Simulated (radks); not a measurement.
Question: Ionisation ladder of gadolinium, from Gd XXIII to Gd XLIV. Each ion is in the ground configuration listed by NIST, and IE = E(next ion) - E(this ion). Method: scalar-relativistic Kohn-Sham, r2SCAN, spin-polarised, spherical densities, finite nucleus; open shells are filled with parallel spins first (spin-orbit coupling, left out, can overturn this in heavy ions); meta-GGA in the generalised Kohn-Sham scheme; Fermi nuclear charge, rms radius 5.1569 fm; computed with a radial shooting solver on a logarithmic mesh with Libxc functionals.

species         configuration  IE, Delta-SCF (eV)  -e(HOMO) (eV)     HOMO
Gd XXIII             [Kr] 4d6              718.56         699.96  4d down
Gd XXIV              [Kr] 4d5                   ?         751.67    4d up
Gd XXV               [Kr] 4d4              811.19         791.45    4d up
Gd XXVI              [Kr] 4d3              851.56         831.64    4d up
Gd XXVII             [Kr] 4d2                   ?         872.19    4d up
Gd XXVIII            [Kr] 4d1              933.23         913.04    4d up
Gd XXIX                  [Kr]              1116.1         1095.8       4p
Gd XXX      [Ar] 3d10 4s2 4p5                   ?         1137.4  4p down
Gd XXXI     [Ar] 3d10 4s2 4p4              1197.5         1178.2  4p down
Gd XXXII    [Ar] 3d10 4s2 4p3              1255.1         1234.1    4p up
Gd XXXIII   [Ar] 3d10 4s2 4p2              1297.7         1277.1    4p up
Gd XXXIV    [Ar] 3d10 4s2 4p1              1339.2         1319.2    4p up
Gd XXXV         [Ar] 3d10 4s2              1485.6         1468.0       4s
Gd XXXVI        [Ar] 3d10 4s1              1535.0         1517.3    4s up
Gd XXXVII           [Ar] 3d10              2638.5         2589.2       3d
Gd XXXVIII           [Ar] 3d9              2740.0         2690.3  3d down
Gd XXXIX             [Ar] 3d8              2842.5         2792.3  3d down
Gd XL                [Ar] 3d7              2945.6         2895.1  3d down
Gd XLI               [Ar] 3d6              3049.4         2998.7  3d down
Gd XLII              [Ar] 3d5              3195.5         3142.3    3d up
Gd XLIII             [Ar] 3d4                   ?         3251.3    3d up
Gd XLIV              [Ar] 3d3              3415.2         3361.2    3d up

Estimate the withheld Delta-SCF values.

Answer: Gd XXIV: 771.21 eV (NIST 761); Gd XXVII: 892.25 eV (NIST 895); Gd XXX: 1157.4 eV (NIST 1142); Gd XLIII: 3304.9 eV (NIST 3312).
